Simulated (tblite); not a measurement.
Species: C₇H₈O.
Atom-mapped SMILES: `[OH:1][CH2:2][C@:3]12[CH:4]=[CH:5][C@H:6]1[CH:7]=[CH:8]2` (hydrogens: H9 on O1; H10, H11 on C2; H12 on C4; H13 on C5; H14 on C6; H15 on C7; H16 on C8)

Computed with GFN2-xTB (tblite), gas phase: nudged elastic band of 9 images (0 to 8), spring 0.2 eV/Å², climbing image at the end, force threshold 0.05 eV/Å. The top image wasn't refined or checked by frequencies; at this threshold it can lie a kcal/mol or more above the true saddle point of the method.

The band describes a rotation about C2–C3 (carbinol carbon (C–OH), sp3 carbon at a ring junction), followed by the dihedral O1–C2–C3–C4, from the optimised start (-73°) to a second optimised geometry at 51°.

Problem. How does the energy change from image to image?

Solution. 
```
image  dihedral (°)  E (kcal/mol)  C2–C3 (Å)  O1···C4 (Å)  largest true force (eV/Å)
    0           -73          0.00      1.515         3.21                       0.01
    1           -59          0.26      1.515         3.08                       0.04
    2           -44          0.91      1.519         2.97                       0.04
    3           -28          1.65      1.523         2.89                       0.04
    4           -12          2.00      1.525         2.85                       0.03
    5             4          1.68      1.523         2.84                       0.05
    6            20          0.83      1.519         2.87                       0.06
    7            35         -0.06      1.516         2.93                       0.04
    8            51         -0.48      1.513         3.02                       0.01
```

Barriers of this band. The top is image 4 at -12°: 2.00 kcal/mol forward and 2.48 kcal/mol back; the end lies 0.48 kcal/mol below the start. The central bond is 0.010 Å longer at the top than at the start.

Problem. What rate follows at 200 K for crossing this barrier forward?

Solution. Taking the electronic barrier for the free energy of activation (no zero-point or entropy terms, transmission 1), rate = (kT/h)·exp(−ΔE/kT) ≈ 3 × 10^10 s⁻¹, whose inverse is 4 × 10^-11 s. An error of 1 kcal/mol in the barrier changes this by a factor of 12, and the method and the loose band can each miss by that much or more.

Problem. How would the two end points share their population at 200 K, from these energies alone?

Solution. exp(−ΔE/kT) with ΔE = 0.021 eV gives 0.3 for the higher one (start) against 1 for the lower, without vibrational, rotational or degeneracy terms. GFN2-xTB can put conformers this close in the wrong order.

Problem. How long is the path, and how are the images spaced?

Solution. Cartesian distances between aligned neighbours (all atoms, Å): 0.63, 0.64, 0.65, 0.65, 0.65, 0.65, 0.65, 0.68; the sum is 5.19 Å, and the top lies 49 % of the way along.

What follows is the cost of the whole band run. Hardware: one thread of an Intel Xeon Platinum 8488C (shared host). Cost: 2.0 s, 0.18 GiB resident at most.
